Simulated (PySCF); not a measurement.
# Ionisation energy of N⁺ by level of theory

N⁺ [He] 2s2 2p2 (3P) → N²⁺ [He] 2s2 2p1 (2P), as a difference of total energies. All numbers are calculated (PySCF 2.14, no relativity, point nucleus, in def2-SVP (3s2p1d, 14 functions)). Correlated levels: valence: 1s2 frozen. The calculations carry no spin-orbit coupling.

```csv
method,ionisation energy (eV)
UHF,29.358
PBE,30.064
M06-L,29.875
MP2 (valence),29.563
SCS-MP2 (valence),29.453
CCSD (valence),29.354
CCSD(T) (valence),29.360
```

Errors of the correlated levels include the incompleteness of this basis and the frozen core.

For comparison: 29.601 eV (semi-empirical (NIST evaluation); NIST Atomic Spectra Database, ionization energies).
